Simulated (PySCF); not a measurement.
B3LYP on B³⁺ (boron, charge +3)

Configuration: 1s2, closed-shell 1S. Computed with PySCF 2.14 in aug-cc-pVDZ-DK, with the spin-free X2C one-electron Hamiltonian (Gaussian nucleus).

* Total energy: -22.0262 hartree
* One-electron energy: -24.8824 hartree
* Hartree (Coulomb) energy: 5.7825 hartree
* Exchange-correlation energy: -2.9263 hartree
* ⟨S²⟩: 0.0000
* ⟨L²⟩: 0.000
* Sum of ⟨r⟩: 0.6522 bohr
* Sum of ⟨r²⟩: 0.2876 bohr²
* Langevin diamagnetic susceptibility: -0.228 ×10⁻⁶ cm³/mol
* Time after the integrals: 0.04 s of wall time on 1 thread of Neoverse-V1 (shared host)

```json
{"shell": "1s", "electrons": "2", "mean orbital energy (hartree)": "-8.73660", "rms radius, mean of both spins (bohr)": "0.379"}
```
